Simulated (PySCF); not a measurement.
# Removal energies of Kr from EOM-IP-GCCSD

Reference: closed-shell Kr, [Kr]; one electron is removed. Calculated with PySCF 2.14, two-component X2C-1e with screened spin-orbit coupling, x2c-TZVPPall-2c with one added diffuse shell each of s, p, d type (7s8p5d1f, 63 functions); frozen [Ne]; the 6 highest virtual spinors dropped; the other 84 virtual spinors kept. No Breit or QED terms. Binding energies in eV.

```
level  Koopmans  second order  EOM-CCSD    NIST
3d3/2    102.79        89.815    94.746     n/a
4s1/2    32.306        26.023    27.955  27.514
4p1/2    14.751        14.185    14.427  14.665
4p3/2    14.004        13.532    13.755  14.000
```

In EOM-CCSD the overlap with the one-orbital guess is low for 3d3/2 (weight 0.79), 4s1/2 (weight 0.74). That can mean mixing with two-hole, one-particle states, where second order and EOM-CCSD lose accuracy, or only a rotation among the degenerate components of the shell; the terms of those configurations are not listed.

Only part of the computed levels is shown.

Gaps of this size point to the basis (7s8p5d1f), which has few functions of high l to correlate and polarise the inner shells.

Where second order misses EOM-CCSD by more than 1 eV, it overshoots the relaxation and correlation of that hole or particle, which higher orders damp.
